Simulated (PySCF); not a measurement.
Excitations are Tamm–Dancoff values on a coarser integration grid. The basis has no diffuse functions, so Rydberg states are missing or too high.

Cartesian coordinates (Å):
```xyz
10

C     -1.4057     0.1008    -0.1011
C     -0.1273    -0.7249     0.0314
Ga     1.5490     0.3356     0.0873
I      3.8112    -0.7423     0.3144
I      1.5269     2.8488    -0.0673
H     -2.3014    -0.5551    -0.1280
H     -1.5358     0.8038     0.7460
H     -1.4132     0.7092    -1.0278
H      0.0085    -1.4361    -0.8117
H     -0.1122    -1.3398     0.9569
```
Charge 0, multiplicity 1.

Task: Give the total energy, S1 excitation (TDA), LUMO, S1–T1 gap (TDA) and T1 excitation (TDA) at the level PBE-D3(BJ)/def2-TZVP // PBE-D3(BJ)/def2-SVP in PySCF.

Result: 
| Property | Value |
|---|---|
| total energy | -2599.2204 Ha |
| S1 excitation (TDA) | 4.04 eV |
| LUMO | -2.35 eV |
| S1–T1 gap (TDA) | 0.17 eV |
| T1 excitation (TDA) | 3.87 eV |
